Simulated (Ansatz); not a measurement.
Basis sets compared for Cu8Te4. Total charge 0; singlet. Geometry PBE-D4/def2-SVP. Ansatz on 2 threads of AMD EPYC 7R13 on a shared host and a share (18 GiB) of an NVIDIA H100 80GB HBM3; times are rough, and most runs start from earlier orbitals.

Cartesian coordinates in Å:
```
Cu 1.644 0.203 1.759
Cu -0.523 -1.430 -1.876
Cu 0.635 0.728 -1.539
Cu 1.105 2.098 0.464
Cu -0.635 -0.728 1.538
Cu 1.222 -1.337 -0.128
Cu -1.222 1.337 0.128
Cu -2.227 -0.871 -0.347
Te -0.734 -2.960 0.265
Te -1.812 0.830 -2.324
Te 2.978 0.506 -0.500
Te -0.432 1.625 2.559
```

In the def2 sets Te takes a core potential; there is no spin–orbit coupling. Single mean-field runs in def2-TZVP are fitted with def2-universal-jkfit. The structure comes from a short search, and lower isomers may exist.

Binding counts from free atoms (Cu doublet, Te triplet) in the same basis, without a counterpoise term.

```csv
level,functions,energy (Eh),HOMO (eV),LUMO (eV),binding per atom (eV),wall time
PBE-D4/def2-SVP,352,-14193.1289,-4.85,-2.79,3.35,7 s
PBE0-D4/def2-SVP,352,-14193.1948,-6.00,-2.09,3.04,9 s
```

(1) Estimate the rows for PBE-D4/def2-TZVP (with forces), PBE0-D4/def2-TZVP.

Results:

(1) 
| level | functions | energy (Eh) | HOMO (eV) | LUMO (eV) | binding per atom (eV) | wall time |
| --- | --- | --- | --- | --- | --- | --- |
| PBE-D4/def2-TZVP (with forces) | 560 | -14195.1273 | -5.06 | -3.21 | 2.90 | 6 s |
| PBE0-D4/def2-TZVP | 560 | -14195.1209 | -6.13 | -2.53 | 2.70 | 8.5 s |
